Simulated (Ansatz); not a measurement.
`O[SiH]([SiH3])[AlH][Cl]` + `N[SiH3]` → `[SiH3][NH][AlH][Cl]` + `O[SiH2][SiH3]`  (cleavage of the Al–Si bond)

Isolated molecules relaxed with PBE0-D4/def2-TZVP in Ansatz; ΔE leaves out vibrations. CCSD(T)/CBS adds triple-zeta CCSD(T) − MP2 to the extrapolated MP2 energy (def2 sets, frozen cores). This one scheme is used for every species. DFT in def2-TZVPP. B3LYP here is the variant with VWN-RPA as its local correlation; programs differ in this. One conformer a species, not always the lowest.

CCSD(T)/CBS gives -1.09 eV.

**Question.** Another level gave -1.06 eV. Which?
A. LDA (SPW92)/def2-TZVPP
B. B2PLYP/def2-TZVPP
C. B3LYP/def2-TZVPP
D. HF/def2-TZVPP

**Answer.** C. B3LYP -1.06, B2PLYP -1.12, LDA (SPW92) -0.90, HF/def2-TZVPP -1.22 eV.

Largest T1 diagnostic among the species: 0.012.

At CCSD(T), def2-SVP lies −0.08 eV from the extrapolated value and def2-TZVPP −0.03 eV. From BLYP to BHLYP (50 % exact exchange), in def2-TZVPP and without D4, ΔE moves by −0.12 eV.
